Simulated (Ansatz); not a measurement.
Species: sum formula SiHBr (charge 0, singlet). 
Structure (B3LYP-D3(BJ)/def2-TZVP (Ansatz, an electronic-structure program) minimum search):
SMILES: [SiH]Br
```xyz
3

Si    -0.8792    -0.7820     1.0617
H     -1.8991    -1.2190     0.0169
Br     0.4059     0.3476    -0.4252
```

Wanted: vertical electron affinity (to the doublet state of charge -1; a negative value means that the extra electron is unbound and the number depends on the basis; each state is the SCF solution reached for its spin; for the singlet the Hartree-Fock reference is unstable and T1 is 0.015), in eV. Valence correlation only, unless marked. UHF or UKS for open shells. Spin-orbit coupling is left out. Frozen are the shells of the preceding noble gas and the d and f shells that filled before the atom's block. Non-relativistic. Anions need diffuse functions: def2-D sets add few. CBS(X,Y): correlation extrapolated as X^-3; Hartree-Fock from the larger set.

```
level                                 program  vertical electron affinity (eV)  minus last row
------------------------------------  -------  -------------------------------  --------------
HF/def2-QZVPPD                         Ansatz                             0.80           -0.40
SVWN5/def2-TZVPD                       Ansatz                             1.25            0.05
r2SCAN/def2-TZVPD                      Ansatz                             1.35            0.15
PBE0/def2-TZVPD                        Ansatz                             1.27            0.07
wB97M-V/def2-TZVPD                     Ansatz                             1.04           -0.16
wB97X-V/def2-TZVPD                     Ansatz                             1.16           -0.04
B2PLYP/def2-TZVPD                      Ansatz                             1.09           -0.11
MP2/def2-SVPD                          Ansatz                             0.95           -0.25
SCS-MP2/def2-SVPD                      Ansatz                             0.86           -0.34
SCS-MP2/def2-QZVPPD                    Ansatz                             1.03           -0.17
CCSD/def2-SVPD                         Ansatz                             0.93           -0.27
CCSD/def2-QZVPPD                       Ansatz                             1.13           -0.07
CCSD(T)/def2-TZVPPD                    Ansatz                             1.08           -0.12
CCSD(T)/def2-QZVPPD                    Ansatz                             1.16           -0.04
CCSD(T)/CBS(def2-TZVPPD,def2-QZVPPD)   Ansatz                             1.20            0.00
```
